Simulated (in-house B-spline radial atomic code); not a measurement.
As. Computed with a B-spline radial atomic code. Model: non-relativistic spherical atom: semilocal Troullier-Martins pseudo-atom, one channel per l, against all electrons, high spin, G0W0 and RPA with empty states to l = 8, local potential for every l without a channel, a model core (radius 0 = none) keeps its share of the functional.

What the tables leave out is listed at the end.

The pseudopotential gives back the lowest level of each angular momentum of its own functional in the configuration it was made in; a second state of the same l is only approximately right. Exact exchange, RPA and GW see the smooth pseudo-orbitals and miss the exchange with the core, for which the functional's share stands in. The column with an uncorrelated core keeps all orbitals and exact exchange, and so separates missing core correlation from pseudisation. Only the three outermost levels and the lowest empty one were computed. RPA here is direct RPA, with no exchange kernel, and its energies carry an (l + 1/2)⁻⁴ tail. A hybrid on a potential with a model core restores only its own semilocal share of the core's exchange.

Command:
```bash
python run_psgw.py task.json out
```
Settings (lengths in bohr, energies in hartree):
```
Z                      33
electrons              33
configuration          [Ar] 3d10 4s2 4p3
generated_in           [Ar] 3d10 4s2 4p3
functional             lda,vwn
core_shells            4
radius_factor          0.9
core_correction        False
```

Time taken, with all properties: 45 s on 1 thread of Arm Neoverse N1, with other jobs on the host.

Given: made with LDA VWN5; model core radius 0 bohr; local radius 0.617 bohr; mean-field start LDA VWN5.

Valence shells of the generating configuration: 3p, 3d, 4s, 4p.

Channel: s 1.464, p 0.468, d 1.272 (radii in bohr).

Computed: largest level miss in the spin-unpolarised generating configuration 0.046 eV; valence RPA correlation energy all-electron orbitals -1.4161 hartree; valence RPA correlation energy pseudo -1.5043 hartree; all-electron RPA polarisability, core included 27.5 bohr³.

```
          level  occupied  mean-field all-electron (eV)  mean-field pseudo minus all (eV)  G0W0 all-electron (eV)  G0W0 uncorrelated core minus all (eV)  G0W0 pseudo minus all (eV)  exchange self-energy all-electron (eV)  exchange self-energy pseudo (eV)
          4p up         1                       -5.9955                             -0.05                 -9.6794                                  0.001                       0.006                                 -16.425                           -15.763
4p down (empty)         0                       -4.0904                             -0.04                 -1.1531                                  0.001                       0.065                                 -4.2891                           -3.6246
```

Task: What is the pseudo-atom RPA polarisability?

Result: 27.071 bohr³.

Given: mean-field start PBE0.

Computed: valence RPA correlation energy pseudo -1.4511 hartree; all-electron RPA polarisability, core included 23.291 bohr³; pseudo-atom RPA polarisability 23.278 bohr³.

| level | occupied | mean-field all-electron (eV) | mean-field pseudo minus all (eV) | G0W0 all-electron (eV) | G0W0 uncorrelated core minus all (eV) | G0W0 pseudo minus all (eV) | exchange self-energy all-electron (eV) | exchange self-energy pseudo (eV) |
| --- | --- | --- | --- | --- | --- | --- | --- | --- |
| 4p up | 1 | -7.1338 | 0.016 | -9.9925 | 0.001 | 0.065 | -16.38 | -15.682 |
| 4s down | 1 | -13.452 | -0.349 | -16.339 | -0.068 | -1.106 | -16.195 | -16.625 |
| 4p down (empty) | 0 | -2.6294 | 0.029 | -0.81084 | 0.001 | 0.083 | -3.9153 | -3.3069 |

Task: What is the valence RPA correlation energy all-electron orbitals?

Result: -1.355 hartree.

Given: mean-field start Hartree-Fock.

Computed: valence RPA correlation energy all-electron orbitals -1.2179 hartree; all-electron RPA polarisability, core included 17.134 bohr³; pseudo-atom RPA polarisability 17.738 bohr³.

```
  level  occupied  mean-field all-electron (eV)  mean-field pseudo minus all (eV)  G0W0 all-electron (eV)  G0W0 uncorrelated core minus all (eV)  G0W0 pseudo minus all (eV)  exchange self-energy all-electron (eV)  exchange self-energy pseudo (eV)
  4p up         1                       -10.073                             0.333                 -10.402                                  0.001                       0.243                                 -16.182                            -15.32
4s down         1                        -15.13                            -2.106                 -16.507                                 -0.059                      -1.482                                 -15.539                           -18.092
```

Task: What is the valence RPA correlation energy pseudo?

Result: -1.3267 hartree.

Among the listed levels the largest G0W0 shift of the pseudo-atom is -1.48 eV, for 4s down on the Hartree-Fock start, while leaving the core uncorrelated moves that level by -0.06 eV. So pseudisation and the lost core exchange, not the missing core correlation, make the error. Not in the tables (levels of low weight, unsolved or above zero; the highest and the empty levels are kept at any weight): on LDA the G0W0 levels 4s down (pseudo minus all -0.91 eV, weights 0.72 and 0.77), 4s up (pseudo minus all -1.39 eV, weights 0.07 and 0.06); on PBE0 the G0W0 levels 4s up (pseudo minus all -1.33 eV, weights 0.02 and 0.34); on Hartree-Fock the G0W0 levels 4s up (pseudo minus all -1.02 eV, weights 0.68 and 0.81).
